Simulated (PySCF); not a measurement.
AuCl, optimised at PBE/def2-SVP:

```xyz
2

Au     0.0033    -0.8325     0.7632
Cl    -0.0033     0.8325    -0.7632
```

Computed with PySCF (xtb for GFN2) and rigid-rotor harmonic-oscillator thermochemistry at 1 bar. All species are closed-shell singlets. Au: scalar-relativistic def2 core potential, no spin-orbit coupling.

Task: List the harmonic frequencies (cm⁻¹, unscaled) at this level and at the other levels, each on its own geometry.

Result: 
- PBE/def2-SVP: 348
- GFN2-xTB: 291
- PBE0/def2-TZVP: 366
